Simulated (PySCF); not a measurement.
Spin–spin coupling constants

Geometry:
```tsv
atom	x (Å)	y (Å)	z (Å)
Ga1	-1.692	0.263	-0.460
F2	-3.343	0.528	-0.917
O3	-0.840	-1.211	-0.971
Ga4	0.856	-1.497	-0.524
F5	1.667	-2.942	-1.032
O6	1.701	-0.274	0.450
Ga7	0.881	1.211	0.981
F8	1.722	2.395	1.925
O9	-0.819	1.458	0.523
```

Indirect spin–spin couplings were computed at PBE/pcJ-1 (pcSseg-1 on Ga) (PySCF 2.14) on a PBE0-D3(BJ)/def2-SVP structure, for the isolated molecule, without vibrational or relativistic corrections. Couplings are averaged over pairs made equivalent by symmetry, fast rotation or ring inversion, so a value needn't be that of the named pair in this geometry, while other rotamers aren't included; one pair stands for each set, and the list holds those of at least 0.8 Hz over up to four bonds.

Isotopes: 19F, 17O. Couplings to quadrupolar nuclei such as 17O and 33S are rarely resolved in practice.

```csv
pair,bonds,J (Hz)
"F2, O3",2,?
"O3, O6",2,-6.3
"F2, F5",4,?
```

Question: Estimate the withheld couplings, with signs.

Answer: 
- 2J(F2,O3) = 22.1 Hz
- 4J(F2,F5) = 6.7 Hz

Relativistic effects of the heavier atoms present are left out.
